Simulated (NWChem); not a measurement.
# CH$_{3}$Cl$_{3}$Sn; SMILES [Cl][Sn]([Cl])([Cl])[CH3]

All runs: NWChem. Structure relaxed at the PBE0/def2-SVP level. Not confirmed as a minimum by frequencies. def2 effective core potentials on Sn; no spin-orbit coupling. Ions are spin-unrestricted doublets at the neutral geometry; other ion states weren't tried.

Q: Among these, which level gives the highest value of “−ε(HOMO) (eV)”?
(A) PBE/def2-SVP
(B) LDA (Slater exchange, VWN5)/def2-SVP
(C) B3LYP/def2-SVP
(D) Hartree-Fock/def2-SVP

A: D, Hartree-Fock/def2-SVP. Values: PBE/def2-SVP 7.47; LDA (Slater exchange, VWN5)/def2-SVP 7.55; B3LYP/def2-SVP 8.59; Hartree-Fock/def2-SVP 12.01
